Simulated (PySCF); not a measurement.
Run record: geometry optimisation, `C(=[Te])C`.

Computed with PBE0-D3(BJ)/def2-SVP geometry optimisation, gas phase, def2 core potentials past Kr (PySCF 2.14.0). Start geometry: GFN2-xTB. The input is one job of a driver script: a line of settings, then coordinates in Å.

Input:
```
{"job": {"xc": "PBE0", "basis": "def2-SVP", "d3": "d3bj", "grid": 1, "maxiter": 30, "shake": 0.01, "kind": "geom"}, "charge": 0, "multiplicity": 1}
C     -0.674270    -0.101130    -0.048420
C      0.735010     0.237120     0.096700
Te     2.224510    -0.989320    -0.261030
H     -1.179320     0.061820     0.896090
H     -0.851150    -1.102100    -0.405450
H     -1.162260     0.616840    -0.765830
H      0.941430     1.247670     0.438010
```

Output:
```
step   0  E = -346.44829516  max force = 0.019661
step   1  E = -346.44990493  max force = 0.002388
step   2  E = -346.44991423  max force = 0.000611
step   3  E = -346.44992096  max force = 0.000707
step   4  E = -346.44992327  max force = 0.000089
optimisation converged
```

Energies in Eh; «max force» is the largest Cartesian gradient component in Eh/bohr.

Q: Give the first gradient maximum in eV/Å.

A: With 1 Eh/bohr = 51.422 eV/Å, 1.011 eV/Å.

Summary of the converged run: final energy -346.44992 Eh after 4 steps; dipole 2.07 D.

Q: Where do the atoms end?

A: 0.031 Å rms from the input after alignment:
```
atom  x, y, z in Å
C1    -0.7903   -0.0530    0.0256
C2     0.6499    0.2500    0.1808
Te3    2.1629   -0.9572   -0.1740
H4    -1.3181    0.1159    0.9823
H5    -0.9736   -1.0814   -0.3124
H6    -1.2480    0.6515   -0.6935
H7     0.8841    1.2648    0.5316
```

On one thread, Arm Neoverse V1 (aarch64), no GPU, shared host with 32 logical CPUs at a one-minute load of 24, this took 12 s of wall time and 0.31 GiB of memory at its peak.
Labels such as C1 count atoms from 1, the log's own numbers from 0.
